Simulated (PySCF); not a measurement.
Q: Give a PBE0-D3(BJ)/def2-SVP geometry of InChI=1S/C2H8Ge2S/c1-2(5)4-3/h4H2,1,3H3.

A: 
```xyz
13
C2H8Ge2S angstrom
C     -2.085   -0.332   -0.767
C     -1.158   -0.654    0.357
S     -1.067   -2.116    1.061
Ge     0.092    0.752    0.963
Ge     2.187    0.290   -0.161
H     -1.526    0.091   -1.620
H     -2.795    0.453   -0.451
H     -2.646   -1.219   -1.095
H      0.233    0.665    2.489
H     -0.432    2.151    0.566
H      3.230    1.389    0.115
H      1.940    0.218   -1.680
H      2.738   -1.064    0.316
```

Orientation and origin are arbitrary. Atoms count from 1 in this order. Ge4 (germanium bonded to C, Ge and 2 H) is distorted tetrahedral (angles from 105.6° to 111.8°). Ge5 (germanium bonded to Ge and 3 H) is tetrahedral (angles from 108.6° to 111.5°).

Bonds between heavy atoms (Å): C1–C2 1.492, C2=S3 1.625, C2–Ge4 1.976, Ge4–Ge5 2.423.

Level of theory: PySCF 2.14.0, PBE0-D3(BJ)/def2-SVP geometry optimisation, gas phase.

Point group: C1 (no symmetry element, even within 0.4 Å). PBE0-D3(BJ)/def2-SVP frequencies: not computed here. The numbers are those of one conformer (C1–C2–Ge4–Ge5 -97°).

Hardware: one thread, Arm Neoverse V1 (aarch64), no GPU, on a shared host. Cost: 1.8 min, 0.74 GiB resident at most. That covers the optimisation of the geometry.
